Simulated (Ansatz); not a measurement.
Mulliken charges of CBrCl₂F (`FC(Cl)(Cl)Br`) from PBE/def2-TZVPP in Ansatz (PBE0-D4/def2-TZVP geometry).

```json
{"atom": "F1", "x (Å)": "-0.145", "y (Å)": "0.066", "z (Å)": "1.392", "charge (e)": "-0.074"}
{"atom": "C2", "x (Å)": "-0.007", "y (Å)": "-0.045", "z (Å)": "0.072", "charge (e)": "0.158"}
{"atom": "Cl3", "x (Å)": "1.256", "y (Å)": "-1.219", "z (Å)": "-0.264", "charge (e)": "-0.027"}
{"atom": "Cl4", "x (Å)": "-1.537", "y (Å)": "-0.571", "z (Å)": "-0.611", "charge (e)": "-0.027"}
{"atom": "Br5", "x (Å)": "0.484", "y (Å)": "1.695", "z (Å)": "-0.631", "charge (e)": "-0.030"}
```

**Question.** By hand: the dipole of these point charges (1 e Å = 4.8032 D).

**Answer.** Σ q r = (0.003, -0.015, -0.049) e Å, of length 0.051 e Å = 0.24 D.

**Question.** How does the dipole of the full density compare? (Best estimate.)

**Answer.** Ansatz gave: (0.003, -0.018, -0.059) e Å, 0.30 D; the point charges give 0.80 times that, at 1° from its direction.

Point charges leave out the atoms' own dipoles, such as those of lone pairs, and Mulliken's split depends on the basis, so the two needn't agree.
